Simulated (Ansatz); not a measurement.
Reactions of `CC1BO1`.

Program: Ansatz. Geometries: PBE0-D4/def2-TZVP. ΔE: electronic, gas phase. CCSD(T)/CBS is the MP2 limit (def2-TZVPP, def2-QZVPP) plus CCSD(T) − MP2 in def2-TZVPP, frozen cores. This one scheme is used for every species. Functionals use def2-TZVPP. def2 core potentials past Kr. For Ti, Zr outer-core shells are correlated without core-valence functions, which leaves a few kJ/mol of doubt a bond. Scalar relativity is left out up to krypton. Each species was taken in one conformer, which may not be the lowest.

```tsv
reaction	B2PLYP (kJ/mol)	HF/CBS(def2) (kJ/mol)	RPA@PBE/def2-TZVPP (kJ/mol)	CCSD(T)/CBS(def2) (kJ/mol)
`CC1BO1` + H–F → `FC1BO1` + CH₄	21	13	25	34
`CC1BO1` + H₂ → `B1CO1` + CH₄	-60	-73	-55	-55
`CC1BO1` + `[CH3][Zr]([NH2])([OH])[OH]` → `C[O][Zr]([CH3])([NH2])[OH]` + `B1CO1`	55	50	50	61
`CC1BO1` + `[F][Ti]([F])([SH])[Cl]` → `C[S][Ti]([F])([F])[Cl]` + `B1CO1`	19	28	20	17
```

Largest T1 diagnostic: 0.025, for `[F][Ti]([F])([SH])[Cl]`, so its coupled-cluster energy is less sure.
